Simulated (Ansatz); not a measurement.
CH7ClGeO2Si (`C[O][GeH]([Cl])[O][SiH3]`). Total charge 0; spin multiplicity 1. The geometry is a stationary point of PBE0-D4/def2-TZVP. It is one conformer, not always the lowest.

```xyz
13

C    -1.339   -1.017    1.139
O    -0.698    0.083    1.756
Ge    0.811    0.704    1.123
Cl    2.249   -0.890    1.082
O     0.604    1.250   -0.527
Si    0.457    0.622   -2.037
H    -0.684   -1.894    1.092
H    -2.212   -1.268    1.743
H    -1.678   -0.772    0.126
H     1.269    1.858    1.999
H     1.169   -0.678   -2.145
H    -0.981    0.409   -2.352
H     1.033    1.593   -2.999
```

Question: What is the dipole moment at ωB97M-V/def2-TZVPP? (Best estimate.)

Answer: The calculation gave: 0.68 D, with components (-0.67, 0.03, -0.11) D in this frame, pointing from negative to positive charge.

Question: And with PBE, r2SCAN, B3LYP? (Estimate.)

Answer: Ansatz gave: PBE 0.73 D, r2SCAN 0.75 D, B3LYP 0.72 D.

Question: Give the Mulliken charges with ωB97M-V, PBE, r2SCAN in def2-TZVPP. (An estimate is asked.)

Answer: Computed: 
```
atom  ωB97M-V    PBE  r2SCAN
  C1    -0.19  -0.14   -0.01
  O2    -0.39  -0.33   -0.40
 Ge3     0.65   0.62    0.72
 Cl4    -0.26  -0.28   -0.30
  O5    -0.46  -0.38   -0.48
 Si6     0.31   0.35    0.45
  H7     0.13   0.10    0.07
  H8     0.13   0.11    0.07
  H9     0.11   0.10    0.06
 H10     0.07   0.03    0.04
 H11    -0.02  -0.05   -0.06
 H12    -0.04  -0.07   -0.09
 H13    -0.03  -0.06   -0.08
```

B3LYP here is the variant with VWN-RPA as its local correlation; programs differ in this.
